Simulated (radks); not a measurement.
Spherical quantum dot in the effective-mass picture: electrons in a parabolic well V = omega^2 r^2 / 2 with omega = 1.45, with a point charge +2 (a donor) at the centre, all in effective atomic units (hartree* = m*/eps^2 hartree, bohr* = eps/m* bohr), one dielectric constant everywhere. Method: non-relativistic Kohn-Sham, LDA (Slater exchange, Perdew-Wang correlation), spin-polarised, spherical densities; computed with a radial shooting solver with Libxc functionals. Levels are named by radial order and angular momentum (1s, 1p, 1d, 2s, ...), and open shells are averaged over m. Each electron was tried in the lowest free levels, single moves between levels near the top were tried too, and the lowest total energy was kept; such a search can miss a lower state. Give the order in which the levels fill up to N = 39, the shell closures and the spin along the way.

Answer. Shells are first occupied in the order 1s, 1p, 2s, 1d, 1f, 2p. Open shells at each N (closed shells left out): 1: 1s(up 1, down 0); 2: none; 3: 1p(up 1, down 0); 4: 1p(up 2, down 0); 5: 1p(up 3, down 0); 6: 1p(up 3, down 1); 7: 1p(up 3, down 2); 8: none; 9: 2s(up 1, down 0); 10: none; 11: 1d(up 1, down 0); 12: 1d(up 2, down 0); 13: 1d(up 3, down 0); 14: 1d(up 4, down 0); 15: 1d(up 5, down 0); 16: 1d(up 5, down 1); 17: 1d(up 5, down 2); 18: 1d(up 5, down 3); 19: 1d(up 5, down 4); 20: none; 21: 1f(up 1, down 0); 22: 1f(up 2, down 0); 23: 1f(up 3, down 0); 24: 1f(up 4, down 0); 25: 1f(up 5, down 0); 26: 1f(up 6, down 0); 27: 1f(up 7, down 0); 28: 1f(up 7, down 0) 2p(up 1, down 0); 29: 1f(up 7, down 0) 2p(up 2, down 0); 30: 1f(up 7, down 0) 2p(up 3, down 0); 31: 1f(up 7, down 1) 2p(up 3, down 0); 32: 1f(up 7, down 2) 2p(up 3, down 0); 33: 1f(up 7, down 3) 2p(up 3, down 0); 34: 1f(up 7, down 4) 2p(up 3, down 0); 35: 1f(up 7, down 5) 2p(up 3, down 0); 36: 2p(up 2, down 0); 37: 2p(up 3, down 0); 38: 2p(up 3, down 1); 39: 2p(up 3, down 2). All shells are closed at N = 2, 8, 10, 20 (there: 1s2 1p6 1d10 2s2). Largest 2S: 10, at N = 30.
